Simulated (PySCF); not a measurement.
**C12H8: full NMR table**

```yaml
Formula: C12H8
SMILES: C#Cc1cccc2c1C=CC2=C
InChI: InChI=1S/C12H8/c1-3-10-5-4-6-11-9(2)7-8-12(10)11/h1,4-8H,2H2
Point_group_of_the_computed_structure: Cs
Degrees_of_unsaturation: 9
Carbon_signals: 12
Proton_signals: 8
```

Numbering as in the mapped SMILES `[CH:1]#[C:2][c:3]1[cH:4][cH:5][cH:6][c:7]2[c:8]1[CH:9]=[CH:10][C:11]2=[CH2:12]` (H(Xn): hydrogen on atom n). Ha(C12) is cis to C7; Hb(C12) is trans to C7.

PySCF calculation with geometry from GFN2-xTB and GIAO PBE0/pcSseg-1 shieldings; in vacuum, relativity neglected, one conformer.

Shifts are taken against calculated references (same method and geometry level): $^{1}$H (σ = 31.72 ppm) and $^{13}$C (σ = 186.93 ppm) vs TMS.

| carbon | δC, type | δH (multiplicity) | HMBC from (2–3 bonds) | span of the C tensor (ppm) |
| --- | --- | --- | --- | --- |
| C1 | 89.9, CH | 2.97 (s) | – | 171 |
| C2 | 87.1, C | – | H(C4), H(C1) | 303 |
| C3 | 118.3, C | – | H(C4), H(C9), H(C5), H(C1) | 183 |
| C4 | 139.4, CH | 7.77 (d) | H(C6), H(C5) | 225 |
| C5 | 130.1, CH | 7.40 (m) | H(C6), H(C4) | 227 |
| C6 | 125.6, CH | 7.85 (d) | H(C4), H(C5) | 218 |
| C7 | 140.7, C | – | H(C6), H(C9), H(C5), H(C10), Ha(C12), Hb(C12) | 207 |
| C8 | 152.5, C | – | H(C6), H(C4), H(C9), H(C10) | 194 |
| C9 | 140.2, CH | 7.49 (d) | H(C10) | 202 |
| C10 | 137.1, CH | 6.72 (d) | H(C9), Ha(C12), Hb(C12) | 189 |
| C11 | 155.2, C | – | H(C6), H(C9), H(C10), Ha(C12), Hb(C12) | 211 |
| C12 | 123.9, CH2 | Ha(C12) 6.51 (br s); Hb(C12) 6.18 (br s) | H(C10) | 203 |

1. Carbon types of the structure: 5 × C, 6 × CH, 1 × CH2, which accounts for all hydrogens.
2. δC 155.2: fully substituted alkene carbon; as expected for a trigonal carbon in a double bond.
3. δC 140.2, 137.1: alkene CH; as expected for a trigonal carbon in a double bond.
4. δC 139.4, 130.1, 125.6: aromatic CH.
5. δC 123.9: terminal =CH2 carbon; an sp2 carbon of a C=C bond.
6. δC 89.9: terminal alkyne carbon; the triple bond shields along its axis, which puts it between sp3 and sp2 carbons.

Shifts are as computed. Against solution values, carbons near 30 ppm lie about +3 ppm off and those near 130 ppm about +5 ppm. Of 1211 compounds with measured shifts, 218 miss one by over three times the rms of a fit or turn the order of signals round; such compounds aren't used in these exercises. No couplings were computed; multiplicities are counted from neighbouring protons, with m where these are inequivalent, close in shift, in a saturated or five-membered ring or joined by F or P, and br s for small geminal =CH2 splittings.
